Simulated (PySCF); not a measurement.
C3H4BNO2, SMILES N#CCB(O)C=O.

Coordinates come from a B3LYP-D3(BJ)/def2-SVP optimisation. This is a generated structure with no PubChem entry under its InChIKey; it may be hypothetical. One conformer was computed; it need not be the lowest.

Calculation: TDA-PBE/def2-SVPD (PySCF 2.14.0).

Vertical excitations. Isolated molecule, no solvent. State labels are in the subgroup Cs.

Computed lowest excited states:
| state | symmetry | energy (eV) | λ (nm) | f | main pairs |
|---|---|---|---|---|---|
| S1 | A" | 2.65 | 467 | 0.000 | HOMO→LUMO 100 % |
| S2 | A" | 4.15 | 299 | 0.000 | HOMO−1→LUMO 100 % |
| S3 | A' | 4.27 | 290 | 0.001 | HOMO−2→LUMO 99 % |
| S4 | A" | 4.55 | 272 | 0.000 | HOMO−3→LUMO 100 % |
| S5 | A" | 5.56 | 223 | 0.000 | HOMO−4→LUMO 98 % |
| S6 | A' | 5.73 | 216 | 0.005 | HOMO→LUMO+1 98 % |
| S7 | A" | 5.87 | 211 | 0.000 | HOMO→LUMO+2 98 % |
| S8 | A' | 6.03 | 206 | 0.004 | HOMO→LUMO+3 95 % |
| S9 | A" | 6.16 | 201 | 0.001 | HOMO→LUMO+4 98 % |
| S10 | A' | 6.27 | 198 | 0.034 | HOMO−5→LUMO 78 % |
| T1 | A" | 1.98 | 626 | 0 | HOMO→LUMO 100 % |
| T2 | A" | 4.04 | 307 | 0 | HOMO−1→LUMO 100 % |
| T3 | A' | 4.21 | 295 | 0 | HOMO−2→LUMO 100 % |
| T4 | A" | 4.55 | 272 | 0 | HOMO−3→LUMO 100 % |
Triplets are in the Tamm–Dancoff approximation.
